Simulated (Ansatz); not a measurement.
A made-up structure of BH$_{2}$Se (charge -1), closed shell:

```
atom    x (Å)    y (Å)    z (Å)
  B1  -0.1288   0.0288  -0.0665
 Se2   1.5115  -0.3397   0.7788
  H3   2.8312  -1.0222   1.0485
  H4  -0.2474   0.9188  -0.8849
```

It is relaxed with PBE-D4/def2-SVPD and then PBE0-D4/def2-TZVPD (Ansatz 0.2.0). Atoms count as bonded within 1.22 times the sum of their covalent radii (H–H: 0.88 Å). The end point is not checked to be a true minimum.

Task: Does its bonding change? (A judgement: the text doesn't fix the answer.)

Result: By the calculation: No: no bond forms or breaks.

Where it ends: The first stage lowers the energy by 1.88 eV in 9 steps. It ends as BH₂Se ([BH][SeH]), total charge -1:
```csv
atom,x (Å),y (Å),z (Å)
B1,-0.1732,0.1779,0.0963
Se2,1.2003,-0.6939,1.1418
H3,2.6233,-0.5863,0.5383
H4,0.3160,0.6880,-0.9005
```

Labels in which every atom is bracketed show which atoms are joined, not bond orders.

For scale, one of the runs: PBE0-D4/def2-TZVPD relaxation, 112 basis functions, launched by `ansatz run in.yaml --threads 2 --pin off --events-out ev --progress --plain --max-ram 4352MiB`. Hardware: 2 CPU threads of an Arm Neoverse V1, shared host. Wall time about 14 s.
